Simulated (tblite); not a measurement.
Compound: C₇H₁₃FO₂.
Numbering: `[CH3:1][CH2:2][CH2:3][C@@H:4]1[O:5][CH2:6][CH2:7][O:8][C@H:9]1[F:10]` (hydrogens: H11, H12, H13 on C1; H14, H15 on C2; H16, H17 on C3; H18 on C4; H19, H20 on C6; H21, H22 on C7; H23 on C9)

Structure optimised with GFN2-xTB, isolated species.

(1) What internal coordinates does the optimisation give?

Answers

(1) 
```csv
bond,length (bohr),order
C1–C2,2.880,single
C2–C3,2.892,single
C3–C4,2.905,single
C4–O5,2.675,single
O5–C6,2.669,single
C6–C7,2.881,single
C7–O8,2.696,single
O8–C9,2.594,single
C9–F10,2.624,single
C4–C9,2.912,single
"C1–H11, C1–H12, C1–H13",2.054,single
C2–H14,2.065,single
C2–H15,2.064,single
C3–H16,2.063,single
C3–H17,2.064,single
C4–H18,2.071,single
C6–H19,2.062,single
C6–H20,2.076,single
C7–H21,2.072,single
C7–H22,2.059,single
C9–H23,2.073,single
```

Bonds in one row agree within 0.02 bohr and their mean is given. Orders are formal, as drawn. A selection of angles:
```csv
angle,degrees
C1–C2–C3,113.6
C2–C3–C4,113.8
C3–C4–O5,114.5
C3–C4–C9,109.7
O5–C4–C9,110.6
C4–O5–C6,113.8
O5–C6–C7,110.3
C6–C7–O8,109.8
C7–O8–C9,112.3
O8–C9–F10,109.5
C4–C9–O8,114.1
C4–C9–F10,108.6
```

Torsions: C1–C2–C3–C4 73° (synclinal); C2–C3–C4–O5 -64° (synclinal); C3–C4–O5–C6 -75° (synclinal); C4–O5–C6–C7 -56° (synclinal); O5–C6–C7–O8 57° (synclinal); C6–C7–O8–C9 -57° (synclinal); C7–O8–C9–F10 -69° (synclinal); C3–C4–C9–O8 79° (synclinal).

The 6-membered ring C4–O5–C6–C7–O8–C9 has internal angles of 109.8° to 114.1° (sum 671°, against 720° for a flat polygon); it is puckered, 0.21 Å rms from its mean plane, widest ring torsion 57°. The 4 C–O bonds span 1.373 Å (O8–C9, drawn single) to 1.426 Å (C7–O8, drawn single), a spread of 0.053 Å. O5 (cyclic ether oxygen) is bent (angle 113.8°). Of the pairs four or more bonds apart, O5···H12 is among the closest relative to their van der Waals radii: 2.37 Å, 87 % of the sum of Bondi's values.

Point group: C1 (no symmetry element, even within 0.4 Å). Its GFN2-xTB frequencies are all real (lowest 41 cm⁻¹). The numbers are those of one conformer. 3 starts were optimised and ended at 0.00, 0.89 and 1.65 kcal/mol (GFN2-xTB); the lowest of these is shown.

The numbers are calculated, not measured.
